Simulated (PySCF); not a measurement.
r2SCAN0 single point of singlet SbH3 at its PBE0 minimum.

An equivalent PySCF input for this run (the driver started from the density of an earlier step):

```python
from pyscf import gto, scf, dft
mol = gto.M(atom='''
Sb     0.000000     0.000000    -0.023453
H      1.411276     0.000002     0.937858
H     -0.705640     1.222200     0.937857
H     -0.705637    -1.222202     0.937856''',
    basis={'Sb': 'def2-TZVP', 'H': 'def2-TZVP'},
    ecp={'Sb': 'def2-TZVP'},
    charge=0, spin=0)
mf = dft.RKS(mol, xc='HYB_MGGA_XC_R2SCAN0')
mf.grids.atom_grid = (90, 434)
aux = {'Sb': 'def2-universal-JKFIT', 'H': 'def2-universal-JKFIT'}
mf = mf.density_fit(auxbasis=aux)
mf.conv_tol = 1e-08
mf.diis_space = 10
mf.max_cycle = 60
mf.verbose = 4
mf.kernel()
```

Excerpt of the output:

```
init E= -242.087669312696
  HOMO = -0.283838523894627  LUMO = 0.000772052236700465  gap/eV = 7.74465
cycle= 1 E= -242.087829346938  delta_E= -0.00016  |g|= 0.0118  |ddm|= 0.0613
  HOMO = -0.282389128883993  LUMO = 0.00177885725671848  gap/eV = 7.73260
cycle= 2 E= -242.087835257053  delta_E= -5.91e-06  |g|= 0.00871  |ddm|= 0.0249
  HOMO = -0.283120414533124  LUMO = 0.00140063433108737  gap/eV = 7.74221
cycle= 3 E= -242.087845987017  delta_E= -1.07e-05  |g|= 0.000745  |ddm|= 0.00964
  HOMO = -0.2829615222955  LUMO = 0.00150882158899856  gap/eV = 7.74083
cycle= 4 E= -242.087846152952  delta_E= -1.66e-07  |g|= 0.000166  |ddm|= 0.00146
  HOMO = -0.282963710874986  LUMO = 0.00151791417632079  gap/eV = 7.74114
cycle= 5 E= -242.087846160571  delta_E= -7.62e-09  |g|= 5.1e-05  |ddm|= 0.000298
  HOMO = -0.282969902753909  LUMO = 0.00151332154211442  gap/eV = 7.74118
Extra cycle  E= -242.087846160803  delta_E= -2.31e-10  |g|= 3.96e-05  |ddm|= 8.64e-05
converged SCF energy = -242.087846160803
```

This run, together with those of the ionised and electron-attached species (not shown), took 5.5 s on 2 threads of a shared Intel Xeon 6975P-C (Granite Rapids) host, with 68 basis functions; the process peaked at 0.77 GiB.
